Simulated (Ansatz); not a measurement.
## Relative stability

The two ends of one reaction step of Si$_{2}$N$_{2}$H$_{10}$, closed shell (PBE0-D4/def2-TZVP).

A:

Si1  (-0.153, -1.304, -0.776)
Si2  (0.669, 1.574, 1.880)
H3  (-0.149, -2.731, -1.213)
H4  (0.548, -1.235, 0.541)
N5  (-1.810, -0.881, -0.800)
H6  (1.846, 1.412, 0.992)
N7  (0.711, -0.188, -1.741)
H8  (0.670, 0.514, 2.918)
H9  (-0.581, 1.493, 1.083)
H10  (0.736, 2.905, 2.539)
H11  (-2.123, 0.026, -0.495)
H12  (-2.519, -1.586, -0.686)
H13  (0.489, -0.042, -2.712)
H14  (1.666, 0.043, -1.529)
(Å)

B:

```
14
angstrom
Si -0.7255 -0.6918 -0.2218
Si -0.0800 1.1233 1.0970
H -0.7003 -0.3826 -1.6770
H 0.2147 -1.8362 -0.0028
N -2.3752 -1.0523 0.1640
H 2.7937 0.1924 -0.3112
N 2.0215 0.2339 -0.9646
H 1.1618 0.8418 1.8689
H -1.1400 1.4566 2.0983
H 0.1415 2.3486 0.2807
H -2.6737 -1.0374 1.1259
H -2.8766 -1.7578 -0.3523
H 2.1082 1.0955 -1.4894
H 2.1297 -0.5339 -1.6157
```

Program: Ansatz 0.2.0. Basis: def2-TZVPP. Cores are frozen in the correlated methods. B3LYP uses VWN-RPA correlation.

(1) Which structure is lower at CCSD(T), and by how much? (Judge from chemistry; the value comes from the calculation.)

The T1 diagnostic stays at or below 0.011.

Results:

(1) The calculation gives: A, by 56.3 kJ/mol (electronic energy, against the other). By their contacts, A is a complex of SiN₂H₆ ([NH2][SiH2][NH2]) + SiH₄ and B is a complex of Si₂NH₇ ([NH2][SiH2][SiH3]) + NH₃.

All methods give the same order:

```tsv
method	E(B) − E(A) (kJ/mol)
SPW92	36.7
PBE-D4	35.9
BLYP-D4	51.3
r2SCAN-D4	51.0
B97M-V	50.8
PBE0-D4	42.5
B3LYP-D4	55.9
r2SCAN0-D4	53.8
BHLYP-D4	63.0
CAM-B3LYP-D4	62.7
wB97X-V	54.4
wB97M-V	57.9
B2PLYP	61.5
PBE-QIDH	53.0
RPA on PBE	57.3
HF	81.3
MP2	62.3
CCSD	59.9
CCSD(T)	56.3
```

Labels in which every atom is bracketed show which atoms are joined, not bond orders.

For scale, one of the runs: CCSD(T)/def2-TZVPP, 286 basis functions, launched by `ansatz run in.yaml --threads 8 --pin off --events-out ev --progress --plain --max-ram 19148MiB`. The run took 2.2 min on 8 CPU threads of an Arm Neoverse V1 (shared host), with 8.2 GiB of host memory at its peak.
